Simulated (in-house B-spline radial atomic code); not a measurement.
RPA and G0W0 on TPSS: Mn⁺

Configuration [Ar] 3d5 4s1, highest spin, mean-field start TPSS. Computed with an all-electron radial atomic-structure program (B-spline basis): all electrons, scalar-relativistic (spin-free one-electron X2C), finite nucleus, each spin shell either full or empty, empty states to l = 9 with an (l + 1/2)⁻⁴ tail; G0W0 by contour deformation at full frequency.

RPA overbinds a lone outer s electron by self-correlation, and G0W0 tends to as well.

Command:
```bash
python run_gw.py task.json out
```
Settings (radii: box in bohr, nucleus in fm):
```
Z                        25
electrons                24
configuration            [Ar] 3d5 4s1
hamiltonian              x2c
method                   tpss,tpss
lmax                     9
rms_radius               3.7057
spin_polarised           True
box_radius               23.78
intervals                71
ion_configuration        [Ar] 3d5
```

Cost of the run: 8.2 s on 1 thread of Arm Neoverse N1, on a shared host.

Energies (hartree):

| term | value |
| --- | --- |
| mean-field total | -1158.33158 |
| Hartree-Fock functional on these orbitals | -1157.16646 |
| direct second order | -1.9177 |
| second-order exchange | 0.6438 |
| SOSEX correction | 0.57352 |

Question: What is the RPA correlation energy, and what remains with SOSEX?

Answer: RPA gives -1.6209 hartree (-1.84 eV per electron); RPA + SOSEX gives -1.0474, and the second-order doubles -1.2739 hartree (no singles). SOSEX takes back 35 % of the RPA value.

Quasi-particle levels (eV):

| level | occupied | mean field | Σx - vxc | Σc | QP weight | G0W0 |
| --- | --- | --- | --- | --- | --- | --- |
| 4s up | yes | -12.527 | -2.76 | ? | ? | ? |
| 3d down | no | -11.177 | 11.87 | -7.02 | 0.775 | -6.328 |

G0W0 = mean field + (Σx - vxc) + Σc, with Σc (partial-wave tail included) taken at the quasi-particle energy. Only the outer levels were computed. Levels of low weight are left out.

Question: Where does G0W0 put 4s up?

Answer: At -16.426 eV, with Σc = -1.13 eV and a quasi-particle weight of 0.918. The tabulated removal energy is 15.640 eV (NIST, measured); the calculation leaves out spin-orbit coupling, Breit and QED terms, and what these don't explain is the method's own error.

Question: What does it cost to remove one electron (to [Ar] 3d5) by differences of total energies, each species on its own start (correlation terms add to the Hartree-Fock functional)?

Answer: TPSS 16.028 eV, Hartree-Fock functional 14.692 eV, + RPA 16.267 eV, + RPA + SOSEX 15.448 eV, + second order 16.152 eV. Tabulated: 15.640 eV (NIST, measured); the calculation leaves out spin-orbit coupling, Breit and QED terms, and what these don't explain is the method's own error.
